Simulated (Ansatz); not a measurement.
Ideal-gas functions of CH$_{4}$GaO, SMILES `C[O][GaH]` radical at 500 K and 1 bar, from an Ansatz frequency run at PBE0-D4/def2-TZVP.

Molar mass 101.76 g/mol, point group Cs (symmetry number 1), electronic degeneracy 2, moments of inertia 9.818, 131.212, 137.865 u Å². Harmonic wavenumbers (cm⁻¹, unscaled): 71, 194, 230, 538, 585, 1140, 1178, 1198, 1475, 1488, 1498, 1773, 2999, 3061, 3073.

Use S(trans) = R[1.5 ln M + 2.5 ln T − 1.1517]; rotational temperatures θ = 24.2544 K / I; S(rot) = R[ln(√π/σ · √(T³/θAθBθC)) + 1.5]; for each mode x = 1.438777 ν̃/T, S = R[x/(eˣ − 1) − ln(1 − e⁻ˣ)] and H = RT x/(eˣ − 1); 1 cm⁻¹ = 0.0119627 kJ/mol; R = 8.31446 J/(mol·K).

**Question.** By hand: the entropy, in J/(mol·K).

**Answer.** Translation 177.3. Rotation: θ = 2.4704, 0.1848, 0.1759 K, giving 105.2. Vibration, mode by mode: 21.53, 13.27, 11.90, 5.46, 4.90, 1.38, 1.27, 1.21, 0.63, 0.61, 0.60, 0.31, 0.01, 0.01, 0.01, in all 63.1. Electronic 5.8. Sum 351.4 J/(mol·K).

**Question.** By hand: H − E and G − E in kJ/mol, counted from the electronic energy.

**Answer.** Zero-point energy ½ × 20501 × 0.0119627 = 122.6; thermal vibration 15.5; translation, rotation and pV give 4 RT = 16.6. H − E = 154.7 kJ/mol, and G − E = 154.7 − 500 × 351.4/1000 = -21.0 kJ/mol.

Vibration gives 18 % of the entropy, 21.5 J/(mol·K) of it from the mode under 150 cm⁻¹: soft modes count most, and the harmonic formula is weakest for them.
